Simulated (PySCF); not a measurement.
## Calculated data, BClH3OSi, Al2H3O2, AlBH4OSi

Calculation on a computer-drawn molecule: optimised geometry and harmonic frequencies of an isolated molecule of the commonest isotopes, restricted reference for singlets and unrestricted otherwise, frozen core in MP2. Program: PySCF 2.14.0.

Common to all runs: method HF; basis cc-pV(D+d)Z.

(1) BClH3OSi

Start structure:
```xyz
7
BClH3OSi
B     -0.7931     0.0255     0.5856
Si     0.2133    -1.4155     1.4219
O      1.1320    -2.2522     0.2738
Cl     1.4910    -0.3163     2.5970
H     -1.6560     0.7472     0.7282
H     -0.2556    -2.4475     2.3323
H      1.8267    -2.8234     0.5840
```

- charge: 0
- multiplicity: 2
- rotational constants: 6.195, 3.502, 2.486 GHz
- total energy: -849.7575 hartree
- spin squared: 0.7574
- convergence status largest gradient component: 3.057e-05 hartree/bohr

Drawn bonds:
```
atom  other atom  order
   1           2      1
   2           3      1
   2           4      1
   1           5      1
   2           6      1
   3           7      1
```

Optimised structure:
```xyz
7
BClH3OSi
B     -0.7522     0.0503     0.5404
Si     0.3378    -1.3734     1.4240
O      1.1955    -2.1798     0.2855
Cl     1.6042    -0.3169     2.6993
H     -1.7884     0.6030     0.7433
H     -0.3607    -2.3420     2.2891
H      1.7220    -2.9233     0.5411
```

Modes:
```
frequency (cm⁻¹)  reduced mass (dalton)
           146.7                  2.081
           199.5                  2.651
           278.5                  2.124
             322                   2.48
           347.9                  1.689
           532.4                  13.13
           580.4                  1.292
             704                   5.34
           807.2                   1.08
           873.1                  1.301
           909.8                  2.465
           992.3                  1.643
            2331                  1.041
            2794                  1.097
            4164                  1.067
```

(2) Al2H3O2

Start structure:
```xyz
7
Al2H3O2
O      2.3601    -0.6223     2.7119
Al     2.2050    -1.0088     1.1673
Al     1.4772    -1.5903    -1.2964
O     -0.1161    -1.1855    -1.5530
H      2.4475    -0.3790     3.6470
H      2.5866    -2.0305    -2.1542
H     -0.9515    -1.1175    -1.7771
```

* charge: 1
* multiplicity: 1
* rotational constants: 16.07, 1.647, 1.494 GHz
* total energy: -635.1961 hartree
* convergence status largest gradient component: 1.633e-05 hartree/bohr

Drawn bonds:
```
atom  other atom  order
   1           2      1
   2           3      1
   3           4      1
   1           5      1
   3           6      1
   4           7      1
```

Optimised structure:
```xyz
7
Al2H3O2
O      2.3740    -0.5871     2.7551
Al     2.0739    -0.9641     1.2194
Al     1.4740    -1.5571    -1.3064
O     -0.1349    -1.1809    -1.3454
H      2.5266    -0.3603     3.6556
H      2.5526    -2.1008    -2.2783
H     -0.8574    -1.1837    -1.9545
```

Modes:
```
frequency (cm⁻¹)  reduced mass (dalton)
           82.97                  5.582
           126.4                  6.849
           174.2                  11.71
           295.4                  9.102
           370.7                  1.136
           376.2                   1.14
           424.5                  1.105
           478.7                  1.262
           494.2                  1.144
           626.9                  1.161
           955.5                  6.744
            1057                  11.22
            2119                  1.046
            4193                  1.069
            4254                  1.072
```

(3) AlBH4OSi

Start structure:
```xyz
8
AlBH4OSi
Al    -0.8071    -0.0664     3.1289
O     -0.0895    -0.7794     1.8890
B      0.4191    -1.4534     0.8036
Si    -0.3283    -1.1861    -1.0227
H      1.2867    -2.2103     0.9767
H     -0.7973    -2.4540    -1.5663
H      0.7085    -0.6699    -1.9891
H     -1.4199    -0.2926    -1.0717
```

- charge: 0
- multiplicity: 1
- rotational constants: 19.85, 1.597, 1.503 GHz
- total energy: -632.8098 hartree
- convergence status largest gradient component: 1.849e-05 hartree/bohr

Drawn bonds:
```
atom  other atom  order
   1           2      1
   2           3      1
   3           4      1
   3           5      1
   4           6      1
   4           7      1
   4           8      1
```

Optimised structure:
```xyz
8
AlBH4OSi
Al    -0.7576    -0.0053     3.2545
O     -0.1257    -0.8089     1.8796
B      0.3994    -1.4606     0.8275
Si    -0.3332    -1.1990    -1.0786
H      1.3269    -2.2169     1.0144
H     -0.7811    -2.4976    -1.6513
H      0.7276    -0.6659    -1.9763
H     -1.4842    -0.2579    -1.1214
```

Modes:
```
frequency (cm⁻¹)  reduced mass (dalton)
           41.25                  1.144
           56.98                  8.131
           131.4                  4.716
           249.4                  4.027
           478.1                  1.095
           482.9                  2.075
           694.9                  5.331
           723.5                   2.15
           879.5                  1.665
           989.4                  1.123
            1023                  1.035
            1028                  1.035
            1198                  1.279
            1401                  8.986
            2271                  1.049
            2274                  1.049
            2284                  1.021
            2614                  1.089
```
